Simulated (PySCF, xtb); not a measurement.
C3H8O2Si, SMILES C/C=C/O[SiH2]O.

GFN2-xTB run with xtb 6.7.1 at its own geometry gives an orbital gap of 4.92 eV and a dipole moment of 1.27 D.

The structure is a stationary point at B3LYP-D3(BJ)/def2-SVP. The structure was generated by enumeration; whether it is a known compound was not checked. One conformer was computed; it need not be the lowest.

Question: What does PBE0/def2-TZVP (PySCF) give? (Estimate from the structure and the level; the computed values follow.)

Answer: gap 6.93 eV (levels -6.51 and 0.41 eV), dipole 0.69 D.
